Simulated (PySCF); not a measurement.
# MgPb: one state, many levels of theory

State: ³Σ⁻ (triplet), unpaired electrons π ↑↑. Set-up: PySCF, scalar-relativistic core potentials, basis sets Mg def2-SVPD, Pb def2-SVPD with ECP60. De refers to Mg + Pb in their high-spin ground configurations, without counterpoise correction. The functionals are run spin-unrestricted. A positive dipole means Mg(−)Pb(+). Levels whose curve was spin-contaminated or gave no clean fit are not listed.

```tsv
Level	Re (Å)	ωe (cm⁻¹)	De (eV)	μ (D)
ROHF	3.138	102	0.166	-2.49
ROHF-MP2	2.844	197	0.66	n/a
ROHF-SCS-MP2	2.889	177	0.52	n/a
ROHF-CCSD	2.902	181	0.56	n/a
ROHF-CCSD(T)	2.879	192	0.66	n/a
PBE	2.829	206	0.97	-2.32
BLYP	2.862	192	0.76	-2.33
M06-L	2.825	205	0.96	-2.07
B3LYP	2.854	191	0.71	-2.55
PBE0	2.830	203	0.86	-2.56
```

The bond length runs from 2.825 Å (M06-L) to 3.138 Å (ROHF). De spans 0.17 eV (ROHF, mean field) to 0.97 eV (PBE, GGA). Correlation at CCSD(T) changes the Hartree–Fock bond energy by +0.49 eV; the triples alone change it by +0.10 eV.

Correlated steps freeze 5 core orbitals. Correlated levels converge slowly with the basis: in double zeta they bind strong bonds too weakly, by up to about 1 eV, and carry superposition errors of some tenths. These are scalar-relativistic numbers at best; spin–orbit coupling would shift them, the dissociation energy most. UHF is strongly spin-contaminated for MgPb, so the ROHF reference used there is far from stable. The state was picked by a PBE0 search and need not be the measured ground state.
